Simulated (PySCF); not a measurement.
# What a mistake does to a calculation on Cl2GeH3Si

These are calculations, not measurements. The program is PySCF 2.14.0, an open-source quantum chemistry code, run on an isolated molecule that a program drew, which may never have been made. The molecule is Cl2GeH3Si (charge 0, doublet), drawn as the SMILES string `Cl[SiH2][GeH][Cl]`.

Each row is a Hartree-Fock (HF) and frozen-core CCSD(T) single point in the cc-pV(D+d)Z basis, meant for a local HF minimum. Run 1 is clean. Each other run has one planted mistake out of seven kinds, and not every kind appears here: one electron removed, one electron added, multiplicity raised by two, geometry at a saddle point, minimal basis STO-3G, one bond length entered in bohr, all coordinates scaled. The reference is restricted for singlets and unrestricted otherwise, and also for a bond in bohr. Adding or removing an electron swaps singlet and doublet. Electrons count all cores. HOMO and LUMO are orbital energies over both spins, the gradient is its largest component, and the lowest frequency (negative if imaginary) is given only where the gradient is small. Bond lengths are over the 6 bonds as drawn. T1 is the CCSD diagnostic: over 0.02 (restricted) or 0.045 (unrestricted) a single reference is doubtful. Germanium has the cc-pVDZ-PP basis, with a core potential (ECP10MDF) in place of its 10 inner electrons, and its 3s, 3p and 3d shells are frozen in CCSD(T).

Geometry of the clean run:
```xyz
7
Cl2GeH3Si, angstrom
Cl   -2.4498    0.6226    2.4726
Si   -0.8414    0.7788    1.1678
Ge   -1.6968    1.5953   -0.9301
Cl    0.0082    1.6652   -2.3091
H     0.1145    1.7511    1.7203
H    -0.2220   -0.5514    1.0390
H    -2.7441    0.7027   -1.6075
```

```
run,electrons,basis functions,<S^2>,HOMO (eV),LUMO (eV),gradient (hartree/bohr),lowest frequency (cm^-1),mean bond (Å),longest bond (Å),T1,HF (hartree),CCSD(T) (hartree),mistake
1,83,107,0.757,-9.25,0.13,2.8e-05,35,1.8595,2.408,0.0128,-1503.14432,-1503.65746,no fault
2,83,107,0.757,-8.78,0.71,7.5e-02,-,1.7033,2.206,0.0116,-1503.08625,-1503.59693,all coordinates scaled
3,83,107,3.766,-5.07,-3.15,3.7e-02,-,1.8595,2.408,0.0343,-1502.93097,-1503.45467,multiplicity raised by two
4,83,107,1.124,-9.13,-0.22,2.1e-02,-,2.0870,2.898,0.0375,-1503.06711,-1503.57243,one bond length entered in bohr
5,82,107,0.000,-16.51,-7.40,6.0e-02,-,1.8595,2.408,0.0199,-1502.83704,-1503.35489,?
6,84,107,0.000,-1.70,7.24,5.4e-02,-,1.8595,2.408,0.0106,-1503.17158,-1503.70873,?
```

**Which mistake was planted in run 5, and what did it cost?**

It counts 82 electrons, one fewer than the clean run, at the same geometry and basis. So the mistake is: one electron removed. Subtracting run 1 and multiplying by 627.51 kcal/mol a hartree, the energy moved by 192.8 kcal/mol in HF and 189.9 kcal/mol in CCSD(T).

**Which mistake was planted in run 6, and what did it cost?**

It counts 84 electrons, one more than the clean run, at the same geometry and basis. So the mistake is: one electron added. Subtracting run 1 and multiplying by 627.51 kcal/mol a hartree, the energy moved by -17.1 kcal/mol in HF and -32.2 kcal/mol in CCSD(T).

